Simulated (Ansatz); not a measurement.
ZnCl₂⁺. The state is a doublet with charge 1. Geometry PBE-D4/def2-TZVP, that of the neutral singlet; atoms count from 1.

```csv
atom,x (Å),y (Å),z (Å)
Zn1,0.001,0.001,0.000
Cl2,-0.125,-1.056,-1.800
Cl3,0.124,1.055,1.800
```

Problem. Estimate the Mulliken populations from the PBE0/def2-TZVP orbitals of Ansatz.

Solution. 
```tsv
atom	charge (e)	spin (α − β)	d electrons
Zn1	0.78	-0.03	10.04
Cl2	0.11	0.52	–
Cl3	0.11	0.52	–
```
Mulliken values and Mayer orders depend strongly on the basis.

Problem. Where does the spin sit?

Solution. Summed by element: Zn -0.03, Cl 1.03, of 1 unpaired in all. Largest on single atoms: Cl2 0.52, Cl3 0.52, Zn1 -0.03.

Problem. And the Mayer bond orders between bonded heavy atoms (over 0.3)?

Solution. Zn1–Cl2 1.00 (2.09 Å); Zn1–Cl3 1.00 (2.09 Å). Values over 0.3 also appear between atoms too far apart for a bond (Cl2–Cl3 0.45 at 4.18 Å); they arise where an orbital or an unpaired electron spreads over both atoms.
